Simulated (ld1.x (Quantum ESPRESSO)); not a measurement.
**Which change was made? (Cr, TM)**

Cr (Z = 24), norm-conserving Troullier–Martins (Kleinman–Bylander form), made with ld1.x (Quantum ESPRESSO) 7.5 (PBE, scalar-relativistic). Core [Ne], reference 3s2 3p6 3d3 4s0 4p0 (charge +3). Waves: 3s (bound): rc 1.45 bohr; 3p (bound): rc 0.95 bohr; 3d (bound): rc 0.95 bohr. Local part: all-electron potential smoothed inside 0.80 bohr (lloc = -1). Core correction: none.

Cutoffs, loose and tight: the cutoffs (Ry, on a coarse ladder) from which the occupation-weighted sum of valence levels, in a spherical-Bessel basis at the reference potential, stays within 10 and 1 mRy of its value at 400 Ry. They do not see the model core or the augmentation charge, which bear on the density cutoff. Test errors are all-electron minus pseudo excitation energies from the reference, over the configurations 3s2 3p6 3d5 4s1 4p0; 3s2 3p6 3d5 4s0 4p0; 3s2 3p6 3d4 4s0 4p0; 3s2 3p6 3d5.5 4s0.5 4p0; 3s2 3p6 3d2 4s0 4p0; 3s2 3p6 3d6 4s0 4p0; 3s2 3p6 3d4 4s2 4p0; variants that change the core or the reference have their own tests. The largest error is taken over the tests solved by every variant that gives reliable tests at all, those not shown here included: 3s2 3p6 3d2 4s0 4p0; 3s2 3p6 3d4 4s0 4p0; 3s2 3p6 3d5 4s0 4p0; 3s2 3p6 3d6 4s0 4p0.

The base gives: outcome: generated; cutoff, loose: 180 Ry; cutoff, tight: 230 Ry; bound ghosts: none; largest test error (meV): +34.

(1) After one change the result is: outcome: generated; cutoff, loose: 260 Ry; cutoff, tight: over 300 Ry; bound ghosts: s; largest test error (meV): +32. Which change was it?
A. all radii scaled by about 0.88 (s 1.28, p 0.84, d 0.84 bohr); local potential all-electron potential smoothed inside 0.70 bohr (lloc = -1)
B. all radii scaled by about 1.30 (s 1.88, p 1.24, d 1.24 bohr); local potential all-electron potential smoothed inside 1.04 bohr (lloc = -1)
C. all radii scaled by about 0.78 (s 1.14, p 0.74, d 0.74 bohr); local potential all-electron potential smoothed inside 0.62 bohr (lloc = -1)

Results:

(1) C. The others give: all radii scaled by about 1.30 (s 1.88, p 1.24, d 1.24 bohr); local potential all-electron potential smoothed inside 1.04 bohr (lloc = -1) → outcome: generated; cutoff, loose: 120 Ry; cutoff, tight: 140 Ry; bound ghosts: none; largest test error (meV): +54 | all radii scaled by about 0.88 (s 1.28, p 0.84, d 0.84 bohr); local potential all-electron potential smoothed inside 0.70 bohr (lloc = -1) → outcome: generated; cutoff, loose: 230 Ry; cutoff, tight: 260 Ry; bound ghosts: none; largest test error (meV): +30.
